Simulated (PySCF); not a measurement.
Work out the structure from these simulated measurements.

Formula: C3H6N2OS2Si.

| Property | Result |
| --- | --- |
| Dipole | 2.58 D [CAM-B3LYP/def2-SVPD] |
| Valence photoelectron | vertical ionisation energy: 9.33 eV [ΔSCF CAM-B3LYP/def2-SVPD] |
| NMR, other nuclei | isotropic shieldings of nuclei other than C and H, by class: -62 (1 N), 20 (1 N), 178 (1 O), 399 (1 Si), 71 (1 S), 641 (1 S) ppm [GIAO PBE0/pcSseg-1] |
| Triplet | lowest triplet excitation (Tamm–Dancoff): 3.92 eV [TDA CAM-B3LYP/def2-SVPD] |
| UV, first state | lowest singlet excitation: 5.46 eV (227 nm, f = 0.101) [TDDFT CAM-B3LYP/def2-SVPD] |
| Rotational structure | rotational constants A, B, C: 2.928, 0.441, 0.407 GHz [PBE0-D3(BJ)/def2-SVP] |
| Polarisability | 118.3 au [CAM-B3LYP/def2-SVPD] |
| 1H NMR | chemical shifts (computed TMS as zero) by class: 9.22 (1 H), 5.10 (2 H), 4.69 (3 H) ppm [GIAO PBE0/pcSseg-1] |
| 13C NMR | chemical shifts (computed TMS as zero) by class: 179.9 (1 C), 175.9 (1 C), 72.8 (1 C) ppm [GIAO PBE0/pcSseg-1] |

Electronic properties: PySCF, gas phase, density fitting. Levels stand in brackets. The structure is a single PBE0-D3(BJ)/def2-SVP conformer in the gas phase; no vibrational or solvent corrections. NMR values are class means; diastereotopic atoms form classes of their own.

Task: Give a SMILES that accounts for the data.

Result: Numbering: `[SiH3:1][S:2][CH2:3][O:4][c:5]1[n:6][cH:7][s:8][n:9]1`. Its formula, C3H6N2OS2Si, gives 3 degrees of unsaturation: 1 ring and 2 π bonds in the structure found (Kekulé form). 3 carbons fall into 3 classes; from least to most shielded: aromatic CH next to a ring nitrogen [C7] (179.9 ppm), aromatic carbon bearing oxygen [C5] (175.9 ppm), chain sp3 carbon bound to oxygen [C3] (72.8 ppm). Hydrogen classes from least to most shielded: 1 H on an aromatic CH next to a ring nitrogen, C7 (9.22 ppm), 2 H on an sp3 carbon bound to oxygen, C3 (5.10 ppm), 3 H on an SiH3 silicon, Si1 (4.69 ppm). The other shieldings belong to: -62 ppm, pyridine-type nitrogen [N6]; 20 ppm, pyridine-type nitrogen [N9]; 178 ppm, aryl ether oxygen [O4]; 399 ppm, SiH3 silicon [Si1]; 71 ppm, ring sulfur [S8]; 641 ppm, sulfur bonded to C and Si [S2]. S1 is mainly HOMO−1→LUMO (weight 0.89); the largest Löwdin shares of the orbital it empties are 0.33 on the ring sulfur, 0.19 on the aryl ether oxygen, 0.17 on a pyridine-type nitrogen and 0.10 on the aromatic CH next to a ring nitrogen, of the orbital it fills 0.32 on the aromatic CH next to a ring nitrogen, 0.23 on the ring sulfur, 0.17 on a pyridine-type nitrogen and 0.13 on a pyridine-type nitrogen. The first electron is taken from the HOMO, whose largest Löwdin shares are 0.69 on the sulfur bonded to C and Si, 0.10 on the SiH3 silicon and 0.09 on the sp3 carbon bound to oxygen. The optimised geometry has point group C1 and is an asymmetric top. Structure: `[SiH3]SCOc1ncsn1`. The assignments are read from this structure; whether some other isomer fits the data as well wasn't checked.

Shape of the structure used: `[SiH3:1][S:2][CH2:3][O:4][c:5]1[n:6][cH:7][s:8][n:9]1`: Si1–S2–C3–O4 -55°, S2–C3–O4–C5 180°, C3–O4–C5–N6 -177°.
